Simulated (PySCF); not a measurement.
## Ne²⁺ (neon, charge +2) across methods

[He] 2s1 2p4 3s1, high-spin 5P determinant (an excited configuration). Calculation: PySCF 2.14, in aug-cc-pV5Z; the non-relativistic Hamiltonian (point nucleus). The B2PLYP total includes its PT2 part (frozen core); its orbital energies are those of the SCF part.

```
method  E (hartree)  mean ε 2p α (eV)  mean ε 2p β (eV)  mean ε 3s α (eV)  Σ⟨r²⟩ (bohr²)   ⟨S²⟩
   UHF   -124.17506           -85.750           -72.520           -24.522          11.29  6.001
B2PLYP    -124.2715           -78.819           -68.911           -23.023          11.17  6.001
   PBE    -124.3489           -71.010           -63.425           -21.369          11.09  6.001
   LDA    -123.6809           -71.015           -62.995           -21.464          11.10  6.001
 TPSSh    -124.4459           -72.872           -64.984           -21.664          11.13  6.001
PBEsol    -124.0149           -70.886           -63.055           -21.331          11.11  6.001
r2SCAN    -124.4172           -72.589           -64.198           -21.507          11.19  6.001
  PBE0    -124.3533           -74.869           -66.095           -22.255          11.12  6.001
```

The outer electron is Rydberg-like, and this basis confines it to a smaller radius and binds it less than a complete one would.
